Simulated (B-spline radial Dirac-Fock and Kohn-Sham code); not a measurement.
## Tc⁶⁺: non-radiative channels of the 1s vacancy

System: technetium as Tc⁶⁺ in the configuration [Kr] 4d1, inside a Watson sphere of charge -6 and radius 1.6 Å (a model of the Madelung potential; inside it an electron's potential energy is raised by 54.0 eV).

Calculated with a radial atomic solver, using a relativistic independent-particle model: LDA orbitals of the hole state, radiative multipoles to third order, Auger rates from the Coulomb interaction with a continuum orbital, Dirac-Fock energies. Kinetic energies are configuration averages from the vacuum level; the two-hole energies are estimated from single-hole states.

```tsv
transition	kinetic energy (eV)	width (meV)	share (%)
K-L1L1	14780.4	65.2	6.1
K-L1L2	15041.7	80.4	7.6
K-L1L3	15160.3	125	11.7
K-L2L2	15264.1	13.4	1.3
K-L2L3	15392.0	307	28.8
K-L3L3	15508.6	159	15.0
K-L1M1	17348.0	21.2	2.0
K-L1M2	17442.9	13.7	1.3
K-L1M3	17464.0	21.2	2.0
K-L2M1	17599.5	11.0	1.0
K-L2M2	17698.3	4.27	0.4
K-L3M1	17716.1	17.0	1.6
K-L2M3	17716.6	44.4	4.2
K-L3M2	17812.1	43.5	4.1
K-L3M3	17834.6	46.8	4.4
K-L1N1	17853.5	4.13	0.4
K-L1N3	17891.5	3.85	0.4
K-L2M5	17891.9	5.47	0.5
K-L3M4	18004.5	7.19	0.7
K-L3M5	18009.8	6.59	0.6
K-L2N3	18145.4	7.83	0.7
K-L3N2	18258.1	7.62	0.7
K-L3N3	18262.1	8.28	0.8
K-M2M3	20075.2	6.37	0.6
```

The listed channels hold 97 % of the non-radiative rate. Summed by principal shells, of 1.06 eV in all: KLL 70.5 %, KLM 23.2 %, KLN 3.8 %, KMM 1.8 %, KMN 0.6 %.
